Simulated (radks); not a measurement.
Results of a calculation; reference values are marked as such.
La XI, 47 electrons, occupied as [Kr] 4d10 5s1. Code: a radial shooting solver on a logarithmic mesh with Libxc functionals. Model: scalar-relativistic Kohn-Sham, LDA (Slater exchange, VWN5 correlation), spin-polarised, spherical densities, finite nucleus; open shells are filled with parallel spins first (spin-orbit coupling, left out, can overturn this in heavy ions); Fermi nuclear charge, rms radius 4.855 fm.

Normalised radial functions P(r) = r R(r), r in bohr:

```
   r/bohr * 4s down, o 4p down, + 4d up (the largest magnitude, 1.41, reaches the edge; | marks zero, & curves that meet)
 0.001013                             & *
 0.001329                             & *
 0.001745                             & *
  0.00229                             &  *
 0.003006                             &   *
 0.003946                             &   *
 0.005179                             +o   *
 0.006798                             +o    *
 0.008852                             +o     *
  0.01162                             + o    *
  0.01525                             +  o  *
  0.02002                             +    &
  0.02628                             |+*    o
  0.03449                           * |+       o
  0.04527                       *     | +       o
  0.05942                   *         |   +     o
  0.07799                  *          |      +o
   0.1024                       *     | o       +
   0.1344                       o     |  *         +
   0.1764               o             |            *+
   0.2315              o              |         +     *
   0.3039                       o     |+    *
   0.3989                 *+          |         o
   0.5236   *    +                    |                       o
   0.6817  * +                        |                          o
   0.8948         +  *                |                  o
    1.175                 +    *      |        o
    1.542                        +  * |  o
    2.024                            +&
    2.656                             &
    3.486                             &
    4.576                             &
```

4s down: eigenvalue -406.93 eV, 3 radial nodes at r = 0.0310, 0.124, 0.336 bohr, <r> = 0.650 bohr, 90 % of the charge inside 0.933 bohr. 4p down: eigenvalue -340.26 eV, 2 radial nodes at r = 0.110, 0.338 bohr, <r> = 0.687 bohr, 90 % of the charge inside 0.996 bohr. 4d up: eigenvalue -243.73 eV, 1 radial node at r = 0.315 bohr, <r> = 0.750 bohr, 90 % of the charge inside 1.12 bohr.
